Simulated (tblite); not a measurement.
Compound: C₆H₁₃F₃Si.
Bonds: C1–C2, C2–C3, C2–C4, C2–Si5, Si5–C6, C6–C7, C7–F8, C7–F9, C7–F10. Hydrogens: H11, H12, H13 on C1; H14, H15, H16 on C3; H17, H18, H19 on C4; H20, H21 on Si5; H22, H23 on C6.

Computed with GFN2-xTB (tblite), gas phase: L-BFGS steps from a force-field or distance-geometry start until the largest atomic force falls under 0.01 eV/Å.

Step 10: E = -963.9707 eV
```
atom  x, y, z in Å  |  force x, y, z in eV/Å
C1     -1.1896   -0.9766   -1.3973    0.039   0.012   0.006
C2     -1.1143    0.1866   -0.4060   -0.011   0.002  -0.023
C3     -1.7331   -0.2599    0.9195    0.041  -0.002  -0.004
C4     -1.9386    1.3494   -0.9585    0.040   0.004  -0.007
Si5     0.6988    0.7810   -0.1641    0.035  -0.046   0.031
C6      1.7379   -0.6746    0.5304   -0.107   0.012  -0.040
C7      3.1686   -0.3122    0.7521   -0.030  -0.003  -0.009
F8      3.8014    0.0675   -0.3714   -0.048   0.051   0.013
F9      3.3318    0.6868    1.6361   -0.023   0.031  -0.051
F10     3.8809   -1.3498    1.2380    0.067   0.007   0.018
H11    -0.7633   -0.6921   -2.3566   -0.008  -0.030  -0.015
H12    -2.2284   -1.2666   -1.5568    0.038   0.000  -0.009
H13    -0.6510   -1.8432   -1.0198   -0.013  -0.015  -0.029
H14    -1.2030   -1.1193    1.3236   -0.015   0.002   0.040
H15    -2.7744   -0.5465    0.7713    0.025   0.021   0.018
H16    -1.6993    0.5476    1.6466   -0.024  -0.020   0.048
H17    -1.5366    1.6812   -1.9128   -0.027   0.027   0.008
H18    -1.9221    2.1903   -0.2690   -0.028   0.004  -0.034
H19    -2.9756    1.0464   -1.1105    0.061   0.026   0.019
H20     0.7458    1.8766    0.8077    0.012  -0.002   0.015
H21     1.2740    1.1857   -1.4493    0.021  -0.014  -0.006
H22     1.7349   -1.5210   -0.1535   -0.022  -0.036  -0.003
H23     1.3504   -1.0103    1.4901   -0.024  -0.031   0.014
```

Step 11: E = -963.9724 eV
```
atom  x, y, z in Å  |  force x, y, z in eV/Å
C1     -1.1878   -0.9749   -1.3966    0.038  -0.006  -0.003
C2     -1.1095    0.1869   -0.4049   -0.064   0.009  -0.048
C3     -1.7308   -0.2592    0.9187    0.032  -0.007   0.011
C4     -1.9353    1.3479   -0.9579    0.013   0.037  -0.016
Si5     0.7018    0.7807   -0.1634    0.027  -0.084   0.043
C6      1.7366   -0.6789    0.5313   -0.136   0.033  -0.054
C7      3.1659   -0.3120    0.7513   -0.045   0.007  -0.013
F8      3.7944    0.0718   -0.3736   -0.037   0.024   0.019
F9      3.3260    0.6902    1.6325   -0.018   0.017  -0.035
F10     3.8808   -1.3471    1.2376    0.089   0.021   0.012
H11    -0.7629   -0.6913   -2.3567    0.000  -0.029  -0.015
H12    -2.2267   -1.2644   -1.5554    0.030   0.006  -0.007
H13    -0.6515   -1.8425   -1.0195    0.004  -0.029  -0.029
H14    -1.2031   -1.1187    1.3238    0.002  -0.018   0.049
H15    -2.7719   -0.5445    0.7702    0.007   0.011   0.003
H16    -1.6997    0.5469    1.6463   -0.010   0.005   0.063
H17    -1.5363    1.6813   -1.9131   -0.017   0.022   0.012
H18    -1.9230    2.1893   -0.2695   -0.007   0.017  -0.020
H19    -2.9727    1.0458   -1.1086    0.061   0.005   0.013
H20     0.7456    1.8748    0.8081    0.021   0.018   0.032
H21     1.2745    1.1835   -1.4485    0.037  -0.004  -0.028
H22     1.7332   -1.5249   -0.1538   -0.018  -0.024   0.012
H23     1.3476   -1.0136    1.4912   -0.010  -0.030   0.000
```

Step 12: E = -963.9742 eV
```
atom  x, y, z in Å  |  force x, y, z in eV/Å
C1     -1.1851   -0.9731   -1.3959    0.025  -0.027  -0.016
C2     -1.1047    0.1875   -0.4042   -0.087   0.014  -0.050
C3     -1.7277   -0.2583    0.9180    0.011  -0.008   0.031
C4     -1.9311    1.3468   -0.9574   -0.016   0.063  -0.020
Si5     0.7054    0.7792   -0.1621    0.000  -0.081   0.033
C6      1.7332   -0.6840    0.5319   -0.105   0.027  -0.041
C7      3.1617   -0.3117    0.7502   -0.051   0.013  -0.013
F8      3.7851    0.0773   -0.3759   -0.026  -0.010   0.015
F9      3.3185    0.6944    1.6276   -0.022   0.000  -0.011
F10     3.8822   -1.3431    1.2372    0.083   0.050  -0.005
H11    -0.7625   -0.6906   -2.3570    0.014  -0.025  -0.017
H12    -2.2242   -1.2616   -1.5537    0.013   0.008  -0.007
H13    -0.6519   -1.8421   -1.0194    0.025  -0.041  -0.026
H14    -1.2032   -1.1183    1.3248    0.017  -0.030   0.050
H15    -2.7686   -0.5419    0.7688   -0.010  -0.001  -0.011
H16    -1.7002    0.5461    1.6469    0.009   0.024   0.067
H17    -1.5361    1.6817   -1.9132    0.002   0.020   0.005
H18    -1.9240    2.1884   -0.2704    0.021   0.038   0.001
H19    -2.9682    1.0450   -1.1061    0.037  -0.020   0.000
H20     0.7458    1.8728    0.8091    0.030   0.025   0.040
H21     1.2759    1.1806   -1.4479    0.048   0.000  -0.034
H22     1.7308   -1.5299   -0.1539   -0.018  -0.012   0.025
H23     1.3440   -1.0182    1.4924    0.000  -0.027  -0.016
```

Step 13: E = -963.9759 eV
```
atom  x, y, z in Å  |  force x, y, z in eV/Å
C1     -1.1821   -0.9717   -1.3954    0.005  -0.038  -0.023
C2     -1.1012    0.1883   -0.4042   -0.070   0.011  -0.025
C3     -1.7245   -0.2575    0.9179   -0.014  -0.004   0.045
C4     -1.9273    1.3468   -0.9571   -0.036   0.066  -0.014
Si5     0.7086    0.7767   -0.1605   -0.033  -0.035   0.005
C6      1.7284   -0.6889    0.5320   -0.034   0.002  -0.009
C7      3.1565   -0.3113    0.7488   -0.040   0.016  -0.009
F8      3.7752    0.0824   -0.3780   -0.018  -0.036  -0.002
F9      3.3105    0.6986    1.6225   -0.032  -0.013   0.014
F10     3.8848   -1.3379    1.2365    0.054   0.077  -0.023
H11    -0.7616   -0.6903   -2.3575    0.026  -0.021  -0.019
H12    -2.2215   -1.2585   -1.5521   -0.006   0.003  -0.012
H13    -0.6517   -1.8423   -1.0198    0.040  -0.043  -0.022
H14    -1.2028   -1.1184    1.3265    0.024  -0.027   0.040
H15    -2.7655   -0.5393    0.7671   -0.020  -0.012  -0.014
H16    -1.7004    0.5459    1.6485    0.025   0.027   0.054
H17    -1.5356    1.6823   -1.9133    0.020   0.023  -0.009
H18    -1.9245    2.1883   -0.2711    0.043   0.055   0.019
H19    -2.9632    1.0436   -1.1036   -0.002  -0.035  -0.015
H20     0.7466    1.8711    0.8108    0.037   0.016   0.033
H21     1.2781    1.1777   -1.4478    0.049  -0.003  -0.018
H22     1.7281   -1.5351   -0.1535   -0.020  -0.005   0.028
H23     1.3404   -1.0234    1.4932    0.002  -0.024  -0.025
```

Q: Estimate the geometry and energy of step 14. (The exact step hangs on the optimiser's Hessian estimate; all steps are aligned on step 13, rigid shifts and turns removed.)

A: E = -963.9774 eV, largest force 0.092 eV/Å
```
atom  x, y, z in Å  |  force x, y, z in eV/Å
C1     -1.1795   -0.9712   -1.3954   -0.014  -0.034  -0.021
C2     -1.0994    0.1891   -0.4045   -0.030   0.003   0.009
C3     -1.7220   -0.2569    0.9186   -0.032   0.001   0.043
C4     -1.9246    1.3479   -0.9571   -0.039   0.046  -0.002
Si5     0.7105    0.7742   -0.1592   -0.054   0.026  -0.024
C6      1.7236   -0.6931    0.5320    0.037  -0.024   0.023
C7      3.1511   -0.3106    0.7475   -0.019   0.015  -0.003
F8      3.7662    0.0862   -0.3799   -0.015  -0.046  -0.025
F9      3.3028    0.7019    1.6183   -0.044  -0.014   0.033
F10     3.8882   -1.3318    1.2354    0.020   0.084  -0.033
H11    -0.7604   -0.6905   -2.3582    0.032  -0.018  -0.015
H12    -2.2193   -1.2557   -1.5510   -0.018  -0.009  -0.019
H13    -0.6507   -1.8433   -1.0205    0.042  -0.032  -0.020
H14    -1.2021   -1.1189    1.3286    0.018  -0.009   0.023
H15    -2.7632   -0.5373    0.7653   -0.021  -0.019  -0.005
H16    -1.7000    0.5461    1.6508    0.034   0.014   0.031
H17    -1.5348    1.6833   -1.9135    0.030   0.026  -0.016
H18    -1.9240    2.1892   -0.2712    0.053   0.060   0.025
H19    -2.9589    1.0417   -1.1018   -0.037  -0.031  -0.027
H20     0.7480    1.8698    0.8128    0.041  -0.005   0.015
H21     1.2809    1.1751   -1.4479    0.041  -0.010   0.009
H22     1.7254   -1.5399   -0.1527   -0.023  -0.003   0.021
H23     1.3374   -1.0283    1.4935   -0.002  -0.020  -0.022
```

The energy changes by -0.0015 eV. The first-order estimate −F·Δx gives -0.0021 eV and the mean of the old and new forces, exact on a quadratic surface, -0.0015 eV. The step makes an angle of 68° with the force vector and moves no atom by more than 0.010 Å.

The cost below is that of the whole relaxation. Time: 0.5 s wall. Hardware: an Arm Neoverse V1 with one thread, no GPU (shared host).
